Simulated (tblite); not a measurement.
Species: C6H4O3S.
Bonds: O1–C2 (double), C2–O3, O3–C4, C4–C5 (double), C5–C6, C6–O7 (double), C6–C8, C8–C9 (double), C9–S10, C4–S10. Hydrogens: H11 on C2; H12 on C5; H13 on C8; H14 on C9.

Computed with GFN2-xTB (tblite), gas phase: Langevin dynamics at 400 K from the optimised GFN2-xTB geometry, time step 0.5 fs, friction 0.01 fs⁻¹, 2000 steps.

Start geometry:
```
atom  x, y, z in Å
O1      2.962   -0.842   -0.770
C2      2.921   -0.315    0.294
O3      1.855    0.212    0.908
C4      0.585    0.192    0.368
C5      0.090   -0.735   -0.462
C6     -1.278   -0.766   -0.982
O7     -1.660   -1.668   -1.707
C8     -2.161    0.329   -0.581
C9     -1.835    1.333    0.238
S10    -0.296    1.563    0.995
H11     3.785   -0.158    0.960
H12     0.724   -1.545   -0.795
H13    -3.158    0.286   -0.996
H14    -2.534    2.112    0.502
```

The statistics below take the 31 frames saved every 25 fs from 250 to 1000 fs; their kinetic temperature (all 3N coordinates) averages 428 K.

**Question.** Give the mean, spread and extremes of the bond lengths.

**Answer.** 
```csv
bond,start (Å),mean (Å),standard deviation (Å),shortest (Å),longest (Å)
O1=C2,1.189,1.190,0.015,1.166,1.224
C2–O3,1.338,1.345,0.033,1.277,1.420
O3–C4,1.380,1.388,0.039,1.310,1.468
C4–C5,1.339,1.341,0.028,1.291,1.413
C5–C6,1.464,1.482,0.047,1.374,1.596
C6=O7,1.219,1.216,0.022,1.180,1.260
C6–C8,1.462,1.457,0.044,1.388,1.552
C8–C9,1.336,1.342,0.021,1.301,1.383
C9–S10,1.730,1.747,0.052,1.648,1.858
C4–S10,1.746,1.761,0.041,1.667,1.858
C2–H11,1.102,1.108,0.041,1.045,1.206
C5–H12,1.081,1.087,0.035,1.011,1.158
C8–H13,1.081,1.095,0.053,1.007,1.180
C9–H14,1.079,1.086,0.035,1.001,1.156
```

**Question.** Give the same statistics for bond angles, one of each kind among heavy atoms.

**Answer.** 
```json
{"angle": "O1–C2–O3", "start (°)": "127.9", "mean (°)": "127.8", "standard deviation (°)": "4.4", "smallest (°)": "117.4", "largest (°)": "136.0"}
{"angle": "C2–O3–C4", "start (°)": "123.2", "mean (°)": "124.6", "standard deviation (°)": "4.3", "smallest (°)": "115.9", "largest (°)": "134.8"}
{"angle": "O3–C4–C5", "start (°)": "126.3", "mean (°)": "127.1", "standard deviation (°)": "3.9", "smallest (°)": "118.8", "largest (°)": "134.5"}
{"angle": "O3–C4–S10", "start (°)": "108.2", "mean (°)": "107.7", "standard deviation (°)": "3.1", "smallest (°)": "100.2", "largest (°)": "113.1"}
{"angle": "C5–C4–S10", "start (°)": "125.4", "mean (°)": "124.6", "standard deviation (°)": "3.6", "smallest (°)": "118.7", "largest (°)": "132.6"}
{"angle": "C4–C5–C6", "start (°)": "125.5", "mean (°)": "124.6", "standard deviation (°)": "3.7", "smallest (°)": "116.1", "largest (°)": "131.9"}
{"angle": "C5–C6–O7", "start (°)": "121.3", "mean (°)": "120.6", "standard deviation (°)": "3.3", "smallest (°)": "115.7", "largest (°)": "128.1"}
{"angle": "C5–C6–C8", "start (°)": "116.8", "mean (°)": "116.4", "standard deviation (°)": "3.4", "smallest (°)": "110.2", "largest (°)": "123.8"}
{"angle": "O7–C6–C8", "start (°)": "121.9", "mean (°)": "122.5", "standard deviation (°)": "4.1", "smallest (°)": "114.6", "largest (°)": "131.0"}
{"angle": "C6–C8–C9", "start (°)": "125.7", "mean (°)": "125.6", "standard deviation (°)": "4.0", "smallest (°)": "118.0", "largest (°)": "133.2"}
{"angle": "C8–C9–S10", "start (°)": "125.8", "mean (°)": "124.5", "standard deviation (°)": "3.8", "smallest (°)": "117.0", "largest (°)": "131.0"}
{"angle": "C4–S10–C9", "start (°)": "100.8", "mean (°)": "100.5", "standard deviation (°)": "2.8", "smallest (°)": "95.9", "largest (°)": "105.1"}
```

**Question.** How far does each atom move about its mean position (frames aligned on the start, all atoms weighted alike), and what rms force does it feel?

**Answer.** 
```
atom  rms displacement (Å)  rms force (eV/Å)
  O1                  0.27              1.50
  C2                  0.10              2.09
  O3                  0.15              1.92
  C4                  0.16              1.91
  C5                  0.16              2.21
  C6                  0.10              2.21
  O7                  0.24              1.95
  C8                  0.12              2.42
  C9                  0.09              2.06
 S10                  0.28              1.57
 H11                  0.32              1.29
 H12                  0.25              1.29
 H13                  0.27              1.78
 H14                  0.17              1.22
```

The displacements run from 0.09 to 0.32 Å, the largest at H11.

**Question.** Follow the torsions O1–C2–O3–C4 and C2–O3–C4–C5 through every second one of these frames.

**Answer.** 
| t (fs) | O1–C2–O3–C4 (°) | C2–O3–C4–C5 (°) |
| --- | --- | --- |
| 250 | -12 | 5 |
| 300 | -18 | 14 |
| 350 | 4 | 16 |
| 400 | 19 | 13 |
| 450 | 14 | -13 |
| 500 | -11 | -14 |
| 550 | -14 | -17 |
| 600 | -7 | -29 |
| 650 | 41 | -28 |
| 700 | -7 | 0 |
| 750 | 0 | 2 |
| 800 | 14 | -14 |
| 850 | -17 | 17 |
| 900 | 10 | 4 |
| 950 | -10 | -1 |
| 1000 | -4 | -7 |

Largest departure from the start value over all these frames: O1–C2–O3–C4 39° (start 1°), C2–O3–C4–C5 66° (start 29°).

The run is classical and short, so these are rough statistics of one trajectory.

What follows is the cost of the whole dynamics run. Time: 15 s wall; peak memory 0.19 GiB. Hardware: an Arm Neoverse V1 with one thread, on a shared host.
